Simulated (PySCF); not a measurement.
How methods differ on the excitation energy of Nb²⁺

Nb²⁺ [Kr] 4d3 (4F) → Nb²⁺ [Kr] 4d2 5p1 (high-spin determinant), as a difference of total energies. Calculation: PySCF 2.14, in x2c-QZVPPall; the spin-free X2C one-electron Hamiltonian (Gaussian nucleus). Correlated levels: valence: [Kr] frozen; valence and next inner shell: [Ar] 3d10 frozen. The calculations carry no spin-orbit coupling.

```json
{"method": "UHF", "excitation energy (cm⁻¹)": "64349"}
{"method": "LDA", "excitation energy (cm⁻¹)": "65110"}
{"method": "PBE", "excitation energy (cm⁻¹)": "65076"}
{"method": "PBE0", "excitation energy (cm⁻¹)": "66246"}
{"method": "r2SCAN", "excitation energy (cm⁻¹)": "66857"}
{"method": "TPSSh", "excitation energy (cm⁻¹)": "65810"}
{"method": "TPSS", "excitation energy (cm⁻¹)": "65346"}
{"method": "M06", "excitation energy (cm⁻¹)": "67770"}
{"method": "MP2 (valence)", "excitation energy (cm⁻¹)": "65378"}
{"method": "SCS-MP2 (valence)", "excitation energy (cm⁻¹)": "64692"}
{"method": "MP2 (valence and next inner shell)", "excitation energy (cm⁻¹)": "66645"}
{"method": "SCS-MP2 (valence and next inner shell)", "excitation energy (cm⁻¹)": "66173"}
```

A first-order spin-orbit estimate (lowest level to lowest level, LS coupling) adds -0.092 eV.

The basis was made for the ground configuration and has no added diffuse functions, so the excitation energy can come out too high.

The determinant of the upper state mixes LS terms, which raises its energy above the lowest term, most at the Hartree-Fock and MP2 levels.
